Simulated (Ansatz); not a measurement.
C2H8AlN (`CC[NH][AlH2]`), relaxed with RKS PBE0-D4/def2-TZVP in Ansatz from a PBE-D4/def2-SVP geometry. The force threshold is 0.005 eV/Å; the program also tests the step.

Total charge 0; spin multiplicity 1.

Start:

```xyz
12

C    -0.727    1.504    0.467
C     0.482    0.571    0.358
N     0.349   -0.436   -0.685
Al    0.261   -2.221   -0.544
H    -0.578    2.266    1.261
H    -1.648    0.932    0.701
H    -0.902    2.045   -0.487
H     1.401    1.186    0.200
H     0.636    0.050    1.328
H     0.266   -0.006   -1.613
H     0.084   -3.040   -1.905
H     0.376   -2.850    0.920
```

How much energy does the relaxation release, and in how many steps? (Best estimate.)

Computed: 0.04 eV, in 7 steps.

Which bonds change most? (Estimate.)

The calculation gave: N3–Al4 from 1.793 to 1.768 Å; C2–H8 from 1.117 to 1.099 Å; C2–H9 from 1.112 to 1.095 Å; C1–H7 from 1.111 to 1.094 Å.

Give the relaxed structure. (Best estimate.)

Ansatz gave: 
```xyz
12

C    -0.720    1.493    0.465
C     0.476    0.563    0.355
N     0.335   -0.428   -0.693
Al    0.265   -2.188   -0.543
H    -0.574    2.229    1.260
H    -1.630    0.928    0.678
H    -0.876    2.038   -0.471
H     1.385    1.160    0.203
H     0.616    0.037    1.305
H     0.248    0.002   -1.603
H     0.088   -3.033   -1.871
H     0.386   -2.802    0.913
```
